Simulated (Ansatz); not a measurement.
Calculated with Ansatz (gas phase, PBE0-D4/def2-TZVP geometries, no zero-point term in ΔE). CBS: MP2 limit from def2 TZ/QZ plus the TZ coupled-cluster correction, frozen cores. One conformer a species, not always the lowest.

Reaction (cleavage of the B–Si bond): `B[SiH](C)C` + `N=C(F)S` → `B/N=C(/F)S` + `C[SiH2]C`

```json
{"species": "`B[SiH](C)C`", "SCS-MP2/def2-QZVPP energy (Eh)": "-395.28620"}
{"species": "`N=C(F)S`", "SCS-MP2/def2-QZVPP energy (Eh)": "-591.37884"}
{"species": "`B/N=C(/F)S`", "SCS-MP2/def2-QZVPP energy (Eh)": "-616.77829"}
{"species": "`C[SiH2]C`", "SCS-MP2/def2-QZVPP energy (Eh)": "-369.94236"}
```

Task: Work out ΔE.

Result: ΔE = (-616.77829) + (-369.94236) − (-395.28620) − (-591.37884) = -0.05561 Eh = -146.0 kJ/mol. CCSD(T)/CBS gives -139.6 kJ/mol.

Largest T1 diagnostic among the species: 0.015.

From PBE to PBE0 (25 % exact exchange), in def2-TZVPP and without D4, ΔE moves by +3.4 kJ/mol.
